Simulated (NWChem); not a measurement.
Species: disulfane (H$_{2}$S$_{2}$); SMILES SS

```xyz
4

S      0.0352    -1.0357     0.0553
S     -0.0352     1.0357     0.0553
H     -0.9144    -1.2637    -0.8848
H      0.9144     1.2637    -0.8848
```
Atoms are numbered in this order, from 1.

Geometry: optimised at PBE0/def2-SVP.

Symmetry labels are those of C2 in the frame above (b1 and b2, or b-type labels, depend on it).

Problem. List the 6 lowest vertical singlet excitations and the 6 lowest triplet ones from B3LYP/def2-SVP, TDA (NWChem).

Solution. 
| state | energy (eV) | oscillator strength | symmetry | leading excitation (squared amplitude) |
|---|---|---|---|---|
| S1 | 4.95 | 0.000 | a | HOMO → LUMO (0.99) |
| S2 | 5.01 | 0.008 | b | HOMO−1 → LUMO (0.97) |
| S3 | 6.52 | 0.000 | a | HOMO−1 → LUMO+1 (0.83) |
| S4 | 6.52 | 0.007 | b | HOMO → LUMO+1 (0.78) |
| S5 | 6.96 | 0.031 | b | HOMO−1 → LUMO+2 (0.76) |
| S6 | 6.98 | 0.015 | a | HOMO → LUMO+2 (0.83) |
| T1 | 4.12 | spin-forbidden | b | HOMO−1 → LUMO (1.00) |
| T2 | 4.14 | spin-forbidden | a | HOMO → LUMO (1.00) |
| T3 | 5.87 | spin-forbidden | b | HOMO → LUMO+1 (0.64) |
| T4 | 5.88 | spin-forbidden | a | HOMO−1 → LUMO+1 (0.63) |
| T5 | 6.27 | spin-forbidden | b | HOMO−2 → LUMO (0.56) |
| T6 | 6.39 | spin-forbidden | a | HOMO → LUMO+2 (0.61) |
